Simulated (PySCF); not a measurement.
# Te- (tellurium, charge -1) across methods

[Kr] 4d10 5s2 5p5, 2P determinant. Calculation: PySCF 2.14, in aug-cc-pV5Z-PP with ECP28MDF; scalar relativity through the core potential.

```json
{"method": "PBE", "E (hartree)": "-268.0512", "mean ε 5s β (eV)": "-7.960", "mean ε 5p α (eV)": "0.173", "mean ε 5p β (eV)": "0.711", "Σ⟨r²⟩ (bohr²)": "81.96", "⟨S²⟩": "0.754"}
{"method": "PBE0", "E (hartree)": "-268.0707", "mean ε 5s β (eV)": "-9.301", "mean ε 5p α (eV)": "-0.738", "mean ε 5p β (eV)": "-0.122", "Σ⟨r²⟩ (bohr²)": "80.16", "⟨S²⟩": "0.755"}
{"method": "r2SCAN", "E (hartree)": "-268.1660", "mean ε 5s β (eV)": "-8.160", "mean ε 5p α (eV)": "-0.047", "mean ε 5p β (eV)": "0.578", "Σ⟨r²⟩ (bohr²)": "80.05", "⟨S²⟩": "0.758"}
{"method": "M06-2X", "E (hartree)": "-267.9880", "mean ε 5s β (eV)": "-10.301", "mean ε 5p α (eV)": "-1.706", "mean ε 5p β (eV)": "-0.928", "Σ⟨r²⟩ (bohr²)": "79.57", "⟨S²⟩": "0.759"}
{"method": "revPBE", "E (hartree)": "-268.1053", "mean ε 5s β (eV)": "-7.868", "mean ε 5p α (eV)": "0.205", "mean ε 5p β (eV)": "0.753", "Σ⟨r²⟩ (bohr²)": "82.02", "⟨S²⟩": "0.755"}
{"method": "TPSS", "E (hartree)": "-267.9563", "mean ε 5s β (eV)": "-7.960", "mean ε 5p α (eV)": "0.143", "mean ε 5p β (eV)": "0.687", "Σ⟨r²⟩ (bohr²)": "80.99", "⟨S²⟩": "0.755"}
{"method": "LDA", "E (hartree)": "-267.6724", "mean ε 5s β (eV)": "-8.272", "mean ε 5p α (eV)": "0.082", "mean ε 5p β (eV)": "0.594", "Σ⟨r²⟩ (bohr²)": "81.56", "⟨S²⟩": "0.752"}
{"method": "UHF", "E (hartree)": "-267.04584", "mean ε 5s β (eV)": "-12.581", "mean ε 5p α (eV)": "-3.003", "mean ε 5p β (eV)": "-2.069", "Σ⟨r²⟩ (bohr²)": "80.03", "⟨S²⟩": "0.764"}
```

Energies and moments cover only the electrons outside the core potential. The outer electron is barely bound at this level, so radii and moments hang on the diffuse functions.

The highest occupied level is positive at PBE, r2SCAN, revPBE, TPSS, LDA: only the finite basis holds that electron, which in a density functional comes from self-interaction.
